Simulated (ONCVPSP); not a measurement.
Which change was made? (Ni, ONCV)

* Element: nickel
* Generator: ONCVPSP 4.0.1
* Type: optimised norm-conserving Vanderbilt (ONCV)
* Functional: LDA (Perdew-Zunger)
* Relativity: fully relativistic
* Frozen core: [Ne]
* Valence charge: 18
* Reference configuration: 3s2 3p6 3d8 (charge +2)
* Partial waves: 3s: rc 1.05 bohr, ncon 3, nbas 7, qcut 9.7 1/bohr, 3 projectors, debl 1.5 Ha; 3p: rc 1.15 bohr, ncon 4, nbas 7, qcut 10.8 1/bohr, 2 projectors, debl 0.5 Ha; 3d: rc 0.90 bohr, ncon 3, nbas 7, qcut 18 1/bohr, 2 projectors, debl 3.9 Ha
* Local potential: polynomial inside 0.70 bohr (lpopt 5, dvloc0 3 Ha)
* Core correction: none

Open shells are filled in proportion to 2j + 1.

In the s channel the program set the typed energies aside and used -4.786, 0.250, 1.750 Ha. In the p channel the program set the typed energies aside and used -3.319, 0.250 Ha (j = l + 1/2; the other j can differ).

Cutoffs, loose and tight: the cutoffs (Ha) at which the residual kinetic energy of the hardest occupied pseudo-wave falls to 1 and 0.1 mHa per electron. They do not see the model core or the augmentation charge, which bear on the density cutoff. Test errors are all-electron minus pseudo excitation energies from the reference, over the configurations 3s2 3p6 3d8 4s2; 3s2 3p6 3d8 4s1; 3s2 3p6 3d7; 3s2 3p6 3d9 4s1; variants that change the core or the reference have their own tests.

The base gives: outcome: generated, projector energies reset by the program; cutoff, loose: 116 Ha; cutoff, tight: 132 Ha; bound ghosts: none; GHOST(+) flags above zero: none; largest test error (meV): +5.3.

Q: After one change the result is: outcome: generated, projector energies reset by the program; cutoff, loose: 116 Ha; cutoff, tight: 132 Ha; bound ghosts: none; GHOST(+) flags above zero: none; largest test error (meV): +944. Which change was it?
A. d: qcut 26.1
B. s: nproj 1
C. core [Ar], valence charge 10; reference 3d8 4s2; waves now 4s: rc 2.15 bohr, ncon 4, nbas 9, qcut 3.4 1/bohr, 2 projectors, debl 1.9 Ha; p scattering state at 0.44 Ha: rc 2.35 bohr, ncon 4, nbas 6, qcut 3.1 1/bohr, 2 projectors, debl 2.5 Ha; 3d: rc 0.80 bohr, ncon 4, nbas 7, qcut 12.4 1/bohr, 3 projectors, debl 0.8 Ha; local potential polynomial inside 0.60 bohr (lpopt 2, dvloc0 4 Ha)

A: B. The others give: d: qcut 26.1 → outcome: generated, projector energies reset by the program; cutoff, loose: 147 Ha; cutoff, tight: 173 Ha; bound ghosts: none; GHOST(+) flags above zero: none; largest test error (meV): +4.2 | core [Ar], valence charge 10; reference 3d8 4s2; waves now 4s: rc 2.15 bohr, ncon 4, nbas 9, qcut 3.4 1/bohr, 2 projectors, debl 1.9 Ha; p scattering state at 0.44 Ha: rc 2.35 bohr, ncon 4, nbas 6, qcut 3.1 1/bohr, 2 projectors, debl 2.5 Ha; 3d: rc 0.80 bohr, ncon 4, nbas 7, qcut 12.4 1/bohr, 3 projectors, debl 0.8 Ha; local potential polynomial inside 0.60 bohr (lpopt 2, dvloc0 4 Ha) → outcome: failed: test_data: must have ncon+3 <= nbas <= ncon+5, l= 1.
